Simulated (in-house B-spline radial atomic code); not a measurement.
# Ionising the oxygen ion O³⁺ with different functionals

Computed with a B-spline radial code for spherical atoms: scalar-relativistic (spin-free X2C) Hamiltonian, Fermi nucleus of rms radius 2.6991 fm, spin-polarised at highest spin, spherical fractional occupations for the functionals, and exact exchange of hybrids averaged over the configuration. The ionisation energy is the difference of two self-consistent energies, [He] 2s2 2p1 → [He] 2s2, without Breit or QED terms; ε is the level of the shell that loses the electron (its least bound occupied spin orbital).

```json
{"method": "PBE0", "rung": "global hybrid", "ΔSCF (eV)": "?", "-ε(2p) (eV)": "?"}
{"method": "B3LYP", "rung": "global hybrid", "ΔSCF (eV)": "78.03", "-ε(2p) (eV)": "68.99"}
{"method": "TPSSh", "rung": "global hybrid", "ΔSCF (eV)": "77.51", "-ε(2p) (eV)": "67.52"}
{"method": "BHandHLYP", "rung": "global hybrid", "ΔSCF (eV)": "77.98", "-ε(2p) (eV)": "72.54"}
{"method": "r2SCAN0", "rung": "global hybrid", "ΔSCF (eV)": "77.45", "-ε(2p) (eV)": "69.42"}
{"method": "B97-1", "rung": "global hybrid", "ΔSCF (eV)": "?", "-ε(2p) (eV)": "?"}
{"method": "HSE06", "rung": "range-separated hybrid", "ΔSCF (eV)": "77.78", "-ε(2p) (eV)": "68.98"}
{"method": "wB97X", "rung": "range-separated hybrid", "ΔSCF (eV)": "77.44", "-ε(2p) (eV)": "71.74"}
{"method": "CAM-B3LYP", "rung": "range-separated hybrid", "ΔSCF (eV)": "77.98", "-ε(2p) (eV)": "71.01"}
{"method": "LC-wPBE", "rung": "range-separated hybrid", "ΔSCF (eV)": "77.87", "-ε(2p) (eV)": "72.06"}
```

Q: What does PBE0 give?

A: ΔSCF 77.75 eV, and -ε(2p) = 69.36 eV.

Q: What does B97-1 give?

A: ΔSCF 77.65 eV, and -ε(2p) = 68.79 eV.

Q: Among the functionals, which spreads more, the ΔSCF values or the orbital energies?

A: The orbital energies: ΔSCF values span about 0.59 eV and the orbital energies 5.01 eV; here energy differences depend much less on the functional than eigenvalues do.

Q: How do they compare with the NIST value?

A: NIST lists 77.413 eV (measured, ground level to ground level). Errors run from +0.03 to +0.62 eV; wB97X is closest (+0.03 eV), but part of that can be cancellation, since the calculations leave out spin-orbit coupling, Breit-QED terms, multiplet and fine-structure energies.
